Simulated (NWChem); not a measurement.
System: C3F4; SMILES FC(F)=C=C(F)F

Parts of the log:

```
             Northwest Computational Chemistry Package (NWChem) 7.3.0
             --------------------------------------------------------

                             Geometry "geometry" -> ""
                             -------------------------

 Output coordinates in angstroms (scale by  1.889725989 to convert to a.u.)

  No.       Tag          Charge          X              Y              Z
 ---- ---------------- ---------- -------------- -------------- --------------
    1 F                    9.0000    -2.08326300    -0.80689400     0.71210000
    2 C                    6.0000    -1.31198600    -0.03103600    -0.03784000
    3 F                    9.0000    -2.07417400     0.71039500    -0.83070100
    4 C                    6.0000     0.00006100    -0.00136800    -0.00097300
    5 C                    6.0000     1.31201300     0.03120600     0.03674900
    6 F                    9.0000     2.03767900     0.81974500     0.81838100
    7 F                    9.0000     2.11966900    -0.72205100    -0.69770800

 Effective nuclear repulsion energy (a.u.)     281.5934315644

                                 NWChem DFT Module
                                 -----------------

 Summary of "ao basis" -> "ao basis" (spherical)
 ------------------------------------------------------------------------------
       Tag                 Description            Shells   Functions and Types
 ---------------- ------------------------------  ------  ---------------------
 F                          def2-svp                 6       14   3s2p1d
 C                          def2-svp                 6       14   3s2p1d

            General Information
            -------------------
          SCF calculation type: DFT
          Wavefunction type:  closed shell.
          No. of atoms     :     7
          No. of electrons :    54
           Alpha electrons :    27
            Beta electrons :    27
          Charge           :     0
          Spin multiplicity:     1
          Use of symmetry is: off; symmetry adaption is: off
          Maximum number of iterations: 150
          AO basis - number of functions:    98
                     number of shells:    42
          Convergence on energy requested:  1.00D-06
          Convergence on density requested:  1.00D-05
          Convergence on gradient requested:  5.00D-04

              XC Information
              --------------
                         B3LYP Method XC Potential
                     Hartree-Fock (Exact) Exchange  0.200
                        Slater Exchange Functional  0.800 local
                    Becke 1988 Exchange Functional  0.720 non-local
              Lee-Yang-Parr Correlation Functional  0.810
                  VWN I RPA Correlation Functional  0.190 local

             Grid Information
             ----------------
          Grid used for XC integration:  medium
          Radial quadrature: Mura-Knowles
          Angular quadrature: Lebedev.
          Tag              B.-S. Rad. Rad. Pts. Rad. Cut. Ang. Pts.
          ---              ---------- --------- --------- ---------
          F                   0.50       49          10.0       434
          C                   0.70       49           8.0       434
          Grid pruning is: on
          Number of quadrature shells:   343
          Spatial weights used:  Erf1

      Superposition of Atomic Density Guess
      -------------------------------------

 Sum of atomic energies:        -510.04447706

      Non-variational initial energy
      ------------------------------

 Total energy =    -512.481417
 1-e energy   =   -1268.243804
 2-e energy   =     474.168955
 HOMO         =      -0.285436
 LUMO         =       0.066578

     ---------------------------------------------
      Total Density - Mulliken Population Analysis
     ---------------------------------------------

    Atom       Charge   Shell Charges
 -----------   ------   -------------------------------------------------------
    1 F    9     9.36   1.99  1.14  0.77  3.42  2.04  0.00
    2 C    6     4.95   1.99  0.83  0.22  1.35  0.44  0.12
    3 F    9     9.36   1.99  1.14  0.77  3.42  2.04  0.00
    4 C    6     6.67   1.99  0.97  0.35  2.26  1.07  0.02
    5 C    6     4.95   1.99  0.83  0.22  1.35  0.44  0.12
    6 F    9     9.36   1.99  1.14  0.77  3.42  2.04  0.00
    7 F    9     9.36   1.99  1.14  0.77  3.42  2.04  0.00

   convergence    iter        energy       DeltaE   RMS-Dens  Diis-err
 ---------------- ----- ----------------- --------- --------- ---------
 d= 0,ls=0.0,diis     1   -512.9770945106 -7.95D+02  2.60D-02  1.92D+00
 d= 0,ls=0.0,diis     2   -512.8379620590  1.39D-01  1.28D-02  3.76D+00
 d= 0,ls=0.0,diis     3   -513.1959839212 -3.58D-01  1.85D-03  4.17D-02
 d= 0,ls=0.0,diis     4   -513.1993863198 -3.40D-03  6.91D-04  5.29D-03
 d= 0,ls=0.0,diis     5   -513.1998282973 -4.42D-04  2.74D-04  2.01D-03
  Resetting Diis
 d= 0,ls=0.0,diis     6   -513.2000437569 -2.15D-04  2.03D-05  6.08D-06
 d= 0,ls=0.0,diis     7   -513.2000444179 -6.61D-07  7.24D-06  1.96D-07

         Total DFT energy =     -513.200044417933
      One electron energy =    -1268.865854515748
           Coulomb energy =      532.090593731590
    Exchange-Corr. energy =      -58.018215198160
 Nuclear repulsion energy =      281.593431564385

 Numeric. integr. density =       53.999996586220

                       DFT Final Molecular Orbital Analysis
                       ------------------------------------

 Vector   25  Occ=2.000000D+00  E=-4.478017D-01
              MO Center= -1.5D+00, -3.5D-02, -4.3D-02, r^2= 3.5D+00
   Bfn.  Coefficient  Atom+Function         Bfn.  Coefficient  Atom+Function
  ----- ------------  ---------------      ----- ------------  ---------------
     6      0.279769  1 F  pz                32     -0.274446  3 F  px
     4      0.270709  1 F  px                34      0.264545  3 F  pz
    33     -0.260343  3 F  py                 5     -0.248126  1 F  py
     9     -0.182775  1 F  pz                35      0.176955  3 F  px
     7     -0.174510  1 F  px                37     -0.172967  3 F  pz

 Vector   26  Occ=2.000000D+00  E=-2.990320D-01
              MO Center= -3.9D-02, -2.0D-03, -1.8D-03, r^2= 2.4D+00
   Bfn.  Coefficient  Atom+Function         Bfn.  Coefficient  Atom+Function
  ----- ------------  ---------------      ----- ------------  ---------------
    47      0.447134  4 C  py                50      0.322651  4 C  py
    19      0.211371  2 C  py                61      0.198379  5 C  py
    20      0.154986  2 C  pz                62     -0.144068  5 C  pz
    34      0.125189  3 F  pz                 6      0.120279  1 F  pz
    76     -0.119678  6 F  pz                33      0.115691  3 F  py

 Vector   27  Occ=2.000000D+00  E=-2.990263D-01
              MO Center=  3.9D-02,  4.2D-04,  4.7D-04, r^2= 2.4D+00
   Bfn.  Coefficient  Atom+Function         Bfn.  Coefficient  Atom+Function
  ----- ------------  ---------------      ----- ------------  ---------------
    48      0.447103  4 C  pz                51      0.322682  4 C  pz
    62      0.211419  5 C  pz                20      0.198258  2 C  pz
    61     -0.155150  5 C  py                19      0.143972  2 C  py
    75     -0.124955  6 F  py                89     -0.120705  7 F  py
     5      0.119014  1 F  py                90      0.116413  7 F  pz

 Vector   28  Occ=0.000000D+00  E=-3.255869D-02
              MO Center= -3.2D-03,  7.5D-04, -1.3D-03, r^2= 2.8D+00
   Bfn.  Coefficient  Atom+Function         Bfn.  Coefficient  Atom+Function
  ----- ------------  ---------------      ----- ------------  ---------------
    19      0.396544  2 C  py                61     -0.392652  5 C  py
    22      0.365193  2 C  py                64     -0.362838  5 C  py
    48     -0.348201  4 C  pz                51     -0.346892  4 C  pz
    62      0.172472  5 C  pz                20      0.168255  2 C  pz
    76      0.126780  6 F  pz                34      0.125370  3 F  pz

 Vector   29  Occ=0.000000D+00  E=-3.254397D-02
              MO Center=  3.3D-03, -5.6D-04, -1.6D-03, r^2= 2.8D+00
   Bfn.  Coefficient  Atom+Function         Bfn.  Coefficient  Atom+Function
  ----- ------------  ---------------      ----- ------------  ---------------
    62     -0.396548  5 C  pz                20      0.392482  2 C  pz
    65     -0.365186  5 C  pz                23      0.362730  2 C  pz
    47     -0.348278  4 C  py                50     -0.347118  4 C  py
    19      0.172267  2 C  py                61      0.168586  5 C  py
     5      0.125550  1 F  py                75      0.124801  6 F  py

 Vector   30  Occ=0.000000D+00  E= 1.139730D-01
              MO Center= -4.2D-03,  3.0D-04, -4.1D-04, r^2= 4.7D+00
   Bfn.  Coefficient  Atom+Function         Bfn.  Coefficient  Atom+Function
  ----- ------------  ---------------      ----- ------------  ---------------
    17      1.289949  2 C  s                 59      1.281538  5 C  s
    45     -0.673522  4 C  s                  3     -0.449150  1 F  s
    31     -0.451195  3 F  s                 73     -0.449027  6 F  s
    87     -0.449200  7 F  s                 44     -0.395835  4 C  s
    63      0.242385  5 C  px                21     -0.240412  2 C  px

     ---------------------------------------------
      Total Density - Mulliken Population Analysis
     ---------------------------------------------

    Atom       Charge   Shell Charges
 -----------   ------   -------------------------------------------------------
    1 F    9     9.14   1.99  1.14  0.76  3.35  1.89  0.01
    2 C    6     5.72   1.99  0.92  0.19  1.95  0.54  0.14
    3 F    9     9.14   1.99  1.14  0.76  3.35  1.89  0.01
    4 C    6     5.99   1.99  0.88  0.35  2.16  0.59  0.02
    5 C    6     5.72   1.99  0.92  0.19  1.95  0.54  0.14
    6 F    9     9.14   1.99  1.14  0.76  3.35  1.89  0.01
    7 F    9     9.14   1.99  1.14  0.76  3.35  1.89  0.01

     -------------------------------------------
      Total Density - Lowdin Population Analysis
     -------------------------------------------

    Atom       Charge   Shell Charges
 -----------   ------   -------------------------------------------------------
    1 F    9     9.02   1.98  1.02  0.73  3.21  2.07  0.01
    2 C    6     5.84   1.96  0.60  0.28  1.74  0.97  0.29
    3 F    9     9.02   1.98  1.02  0.73  3.21  2.07  0.01
    4 C    6     6.22   1.97  0.62  0.31  2.00  1.26  0.06
    5 C    6     5.84   1.96  0.60  0.28  1.74  0.97  0.29
    6 F    9     9.02   1.98  1.02  0.73  3.21  2.07  0.01
    7 F    9     9.02   1.98  1.02  0.73  3.21  2.07  0.01

     Multipole analysis of the density
     ---------------------------------

     L   x y z        total         alpha         beta         nuclear
     -   - - -        -----         -----         ----         -------
     0   0 0 0     -0.000000    -27.000000    -27.000000     54.000000

     1   1 0 0      0.000028      0.000272      0.000272     -0.000516
     1   0 1 0      0.000710     -0.003015     -0.003015      0.006741
     1   0 0 1     -0.000680     -0.006259     -0.006259      0.011837

     2   2 0 0    -27.911568   -328.641446   -328.641446    629.371325
     2   1 1 0     -0.026569     -6.470102     -6.470102     12.913636
     2   1 0 1     -0.037432     -7.948435     -7.948435     15.859437
     2   0 2 0    -26.654560    -51.097249    -51.097249     75.539937
     2   0 1 1     -0.000781     -0.184836     -0.184836      0.368891
     2   0 0 2    -26.655381    -51.180883    -51.180883     75.706385

                     NWChem Electrostatic Potential Fit Module
                     -----------------------------------------

 Atom parameters

 Number of atoms is                                    7
 Number of basis functions is                         98

 Grid parameters

 Maximum number of grid points is                  34149
 Number of grid points is                          34148
 Grid range                                     0.300000 nm
 Grid spacing                                   0.020000 nm
 Probe radius                                   0.070000 nm
 Atom radius factor                             1.000000

 Atomic radii

    6    0.147000
    9    0.128000
 FASTESP  F
  using M.O. file = ./job.movecs

    Atom              Coordinates                           Charge

                                                  ESP

    1 F    -0.208326   -0.080689    0.071210   -0.195557
    2 C    -0.131199   -0.003104   -0.003784    0.693763
    3 F    -0.207417    0.071040   -0.083070   -0.195936
    4 C     0.000006   -0.000137   -0.000097   -0.603909
    5 C     0.131201    0.003121    0.003675    0.692306
    6 F     0.203768    0.081975    0.081838   -0.195702
    7 F     0.211967   -0.072205   -0.069771   -0.194966
                                            ------------
                                               -0.000000

 Dipole moment                                  0.001652

 Quadrupole moment Qxx                         -3.828957
                   Qyy                          1.916659
                   Qzz                          1.912298

 RMS deviation kJ/mol                           0.050948

 RRMS %                                        41.106421
```

Level: B3LYP/def2-SVP. Coordinates come from a PBE-D3(BJ)/def2-SVP optimisation.

Q: Write an input that gives this output.

A: This is not unique; one that fits is the input that was run:
```
start job
memory heap 200 mb stack 900 mb global 1100 mb
geometry units angstroms noautosym nocenter noautoz
  F     -2.083263    -0.806894     0.712100
  C     -1.311986    -0.031036    -0.037840
  F     -2.074174     0.710395    -0.830701
  C      0.000061    -0.001368    -0.000973
  C      1.312013     0.031206     0.036749
  F      2.037679     0.819745     0.818381
  F      2.119669    -0.722051    -0.697708
end
basis spherical
  F library def2-svp
  C library def2-svp
end
dft
  xc b3lyp
  iterations 150
  mulliken
end
task dft energy
esp
  recalculate
  probe 0.07
  range 0.3
  factor 1.0
  spacing 0.02
end
task esp
```
